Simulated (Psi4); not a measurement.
sulfur dioxide (O2S), singlet, at a GFN2-xTB geometry; DSD-PBEP86/cc-pVDZ (Psi4).

The Psi4 input:
```
memory 2 GB

molecule mol {
0 1
  S     0.013936   -0.004006    0.377829
  O    -0.033217    1.222429   -0.364198
  O     0.005345   -1.214416   -0.391460
}

set basis cc-pvdz
set reference rks

energy('dsd-pbep86')
print_variables()
```

The log (banner, timings and long lists left out):

```
   => Loading Basis Set <=

    Name: CC-PVDZ
    Role: ORBITAL
    Keyword: BASIS

         ---------------------------------------------------------
                                   SCF
               by Justin Turney, Rob Parrish, Andy Simmonett
                          and Daniel G. A. Smith
                              RKS Reference
         ---------------------------------------------------------

  ==> Geometry <==

    Molecular point group: cs
    Full point group: Cs

    Geometry (in Angstrom), charge = 0, multiplicity = 1:

       Center              X                  Y                   Z               Mass
    ------------   -----------------  -----------------  -----------------  -----------------
         S           -0.378190887531    -0.004007889668     0.000000000000    31.972071174400
         O            0.365066496922     1.222588516579     0.000000000000    15.994914619570
         O            0.390895398546    -1.214577186929     0.000000000000    15.994914619570

  Running in cs symmetry.

  Rotational constants: A =      1.84351  B =      0.35483  C =      0.29756 [cm^-1]
  Rotational constants: A =  55267.02644  B =  10637.66666  C =   8920.64248 [MHz]
  Nuclear repulsion =  108.350867505669299

  Charge       = 0
  Multiplicity = 1
  Electrons    = 32
  Nalpha       = 16
  Nbeta        = 16

  ==> Algorithm <==

  SCF Algorithm Type is DF.
  DIIS enabled.
  MOM disabled.
  Fractional occupation disabled.
  Guess Type is SAD.
  Energy threshold   = 1.00e-06
  Density threshold  = 1.00e-06
  Integral threshold = 1.00e-12

  ==> Primary Basis <==

  Basis Set: CC-PVDZ
    Blend: CC-PVDZ
    Number of shells: 20
    Number of basis functions: 46
    Number of Cartesian functions: 49
    Spherical Harmonics?: true
    Max angular momentum: 2

  ==> DFT Potential <==

   => LibXC <=

    Version 7.1.2
    S. Lehtola, C. Steigemann, M. J. T. Oliveira, and M. A. L. Marques,  SoftwareX 7, 1–5 (2018) (10.1016/j.softx.2017.11.002)

   => Composite Functional: DSD-PBEP86 <=

    DSD-PBEP86 SCS Double Hybrid XC Functional (not dispersion corrected)

    S. Kozuch, J.M.L. Martin, J. Comp. Chem., 34, 2327-2344, 2013

    Deriv               =              1
    GGA                 =           TRUE
    Meta                =          FALSE

    Exchange Hybrid     =           TRUE
    MP2 Hybrid          =           TRUE

   => Exchange Functionals <=

    0.2800     XC_GGA_X_PBE

   => Exact (HF) Exchange <=

    0.7200               HF

   => Correlation Functionals <=

    0.4400     XC_GGA_C_P86

   => MP2 Correlation <=

    MP2 SCS Hybrid      =           TRUE
    MP2 OS Alpha        =       0.510000
    MP2 SS Alpha        =       0.360000

   => LibXC Density Thresholds  <==

    XC_GGA_C_P86:  1.00E-15
    XC_GGA_X_PBE:  1.00E-15

   => Molecular Quadrature <=

    Radial Scheme          =       TREUTLER
    Pruning Scheme         =           NONE
    Nuclear Scheme         =       TREUTLER

    Blocking Scheme        =         OCTREE
    BS radius alpha        =              1
    Pruning alpha          =              1
    Radial Points          =             75
    Spherical Points       =            302
    Total Points           =          63545
    Total Blocks           =            547
    Max Points             =            256
    Max Functions          =             46
    Weights Tolerance      =       1.00E-15

   => Loading Basis Set <=

    Name: (CC-PVDZ AUX)
    Role: JKFIT
    Keyword: DF_BASIS_SCF

  ==> Integral Setup <==

  SCF_SUBTYPE=INCORE selected. In-core MEM_DF algorithm will be used.
  Using in-core AOs.

  ==> MemDFJK: Density-Fitted J/K Matrices <==

    J tasked:                   Yes
    K tasked:                   Yes
    wK tasked:                   No
    Algorithm:                 Core
    Schwarz Cutoff:           1E-12
    Mask sparsity (%):       0.0000
    Fitting Condition:        1E-10

   => Auxiliary Basis Set <=

  Basis Set: (CC-PVDZ AUX)
    Blend: CC-PVDZ-JKFIT
    Number of shells: 84
    Number of basis functions: 252
    Number of Cartesian functions: 292
    Spherical Harmonics?: true
    Max angular momentum: 3

  Minimum eigenvalue in the overlap matrix is 1.9997884446E-02.
  Reciprocal condition number of the overlap matrix is 6.4098000735E-03.
    Using symmetric orthogonalization.

  ==> Pre-Iterations <==

  SCF Guess: Superposition of Atomic Densities via on-the-fly atomic UHF (no occupation information).

   -------------------------
    Irrep   Nso     Nmo
   -------------------------
     A'        33      33
     A"        13      13
   -------------------------
    Total      46      46
   -------------------------

  ==> Iterations <==

                           Total Energy        Delta E     RMS |[F,P]|

   @DF-RKS iter SAD:  -547.57424840954252   -5.47574e+02   0.00000e+00
   @DF-RKS iter   1:  -547.58661448935186   -1.23661e-02   1.67463e-02 ADIIS/DIIS
   @DF-RKS iter   2:  -547.57584401059330    1.07705e-02   1.79793e-02 ADIIS/DIIS
   @DF-RKS iter   3:  -547.72933700678914   -1.53493e-01   5.64703e-04 ADIIS/DIIS
   @DF-RKS iter   4:  -547.72961720496107   -2.80198e-04   1.57132e-04 ADIIS/DIIS
   @DF-RKS iter   5:  -547.72964573344871   -2.85285e-05   3.91381e-05 DIIS
   @DF-RKS iter   6:  -547.72964847568835   -2.74224e-06   1.27327e-05 DIIS
   @DF-RKS iter   7:  -547.72964878205744   -3.06369e-07   2.47678e-06 DIIS
   @DF-RKS iter   8:  -547.72964878750065   -5.44321e-09   4.01451e-07 DIIS
  Energy and wave function converged.

  ==> Post-Iterations <==

   Electrons on quadrature grid:
      Ntotal   =   31.9999901370 ; deviation = -9.863e-06

    Orbital Energies [Eh]
    ---------------------

    Doubly Occupied:

[...]
      13Ap    -0.432860

    Virtual:

[...]
    Final Occupation by Irrep:
             Ap   App
    DOCC [    13,    3 ]
    NA   [    13,    3 ]
    NB   [    13,    3 ]

  @DF-RKS Final Energy:  -547.72964878750065

   => Energetics <=

    Nuclear Repulsion Energy =            108.3508675056692994
    One-Electron Energy =                -970.3946648696239663
    Two-Electron Energy =                 326.4915515563283179
    DFT Exchange-Correlation Energy =     -12.1774029798743211
    Empirical Dispersion Energy =           0.0000000000000000
    VV10 Nonlocal Energy =                  0.0000000000000000
    Total Energy =                       -547.7296487875006505

Computation Completed

Properties will be evaluated at   0.000000,   0.000000,   0.000000 [a0]

Properties computed using the SCF density matrix

 Multipole Moments:

 ------------------------------------------------------------------------------------
     Multipole            Electronic (a.u.)      Nuclear  (a.u.)        Total (a.u.)
 ------------------------------------------------------------------------------------

 L = 1.  Multiply by 2.5417464519 to convert [e a0] to [Debye]
 Dipole X            :         -0.8685519           -0.0063477           -0.8748996
 Dipole Y            :         -0.0091947           -0.0000673           -0.0092620
 Dipole Z            :          0.0000000            0.0000000            0.0000000
 Magnitude           :                                                    0.8749486

 ------------------------------------------------------------------------------------

   => Loading Basis Set <=

    Name: (CC-PVDZ AUX)
    Role: RIFIT
    Keyword: DF_BASIS_MP2

	 --------------------------------------------------------
	                          DF-MP2
	      2nd-Order Density-Fitted Moller-Plesset Theory

	        Rob Parrish, Justin Turney, Andy Simmonett,
	           Ed Hohenstein, and C. David Sherrill
	 --------------------------------------------------------

   => Auxiliary Basis Set <=

  Basis Set: (CC-PVDZ AUX)
    Blend: CC-PVDZ-RI
    Number of shells: 60
    Number of basis functions: 188
    Number of Cartesian functions: 222
    Spherical Harmonics?: true
    Max angular momentum: 3

	 --------------------------------------------------------
	                 NBF =    46, NAUX =   188
	 --------------------------------------------------------
	   CLASS    FOCC     OCC    AOCC    AVIR     VIR    FVIR
	   PAIRS       0      16      16      30      30       0
	 --------------------------------------------------------

	-----------------------------------------------------------
	 ==================> DF-MP2 Energies <====================
	-----------------------------------------------------------
	 Reference Energy          =    -547.7296487875006505 [Eh]
	 Singles Energy            =      -0.0000000000000000 [Eh]
	 Same-Spin Energy          =      -0.1704306151820290 [Eh]
	 Opposite-Spin Energy      =      -0.4327789734545747 [Eh]
	 Correlation Energy        =      -0.6032095886366038 [Eh]
	 Total Energy              =    -548.3328583761372101 [Eh]
	-----------------------------------------------------------
	 ================> DF-SCS-MP2 Energies <==================
	-----------------------------------------------------------
	 SCS Same-Spin Scale       =       0.3600000000000000 [-]
	 SCS Opposite-Spin Scale   =       0.5100000000000000 [-]
	 SCS Same-Spin Energy      =      -0.0613550214655305 [Eh]
	 SCS Opposite-Spin Energy  =      -0.2207172764618331 [Eh]
	 SCS Correlation Energy    =      -0.5761449732061660 [Eh]
	 SCS Total Energy          =    -548.3057937607068197 [Eh]
	-----------------------------------------------------------

    DSD-PBEP86 Energy Summary
    -------------------------
    DFT Reference Energy                  =  -547.7296487875006505
    Scaled MP2 Correlation                =    -0.2820722979273635
    @Final double-hybrid DFT total energy =  -548.0117210854280074

  Variable Map:
  ----------------------------------------------------------------------------
[...]
  Array Variable Map:
  ----------------------------------------------------------------------------
[...]
[...]
```
